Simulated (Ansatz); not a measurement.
Z-matrix (Å, degrees):
```
C
C 1 1.474
Cl 1 1.786 2 111.6
H 1 1.091 2 112.1 3 120.0
H 1 1.091 2 110.4 3 -118.2
Si 2 1.809 1 154.7 3 45.9
C 2 1.332 1 136.9 3 -136.0
H 6 1.483 2 121.9 1 74.8
H 6 1.481 2 121.2 1 -77.5
H 7 1.084 2 135.6 1 1.2
```

Charge 0, multiplicity 1.

**Question.** List the PBE0/def2-TZVPP orbital energies in eV (Ansatz 0.2.0). (An estimate is asked.)

**Answer.** Computed: Occupied: -2767.27, -1802.71, -280.15, -278.95, -278.67, -259.08, -197.43, -197.19, -197.19, -145.03, -99.71, -99.69, -99.66, -24.28, -22.66, -19.43, -15.40, -14.45, -13.28, -13.03, -12.11, -10.40, -9.46, -8.70, -8.44, -8.09, -7.65. Lowest empty: -0.58, -0.02, 0.79, 1.44, 1.65, 1.88, 2.55, 2.81.
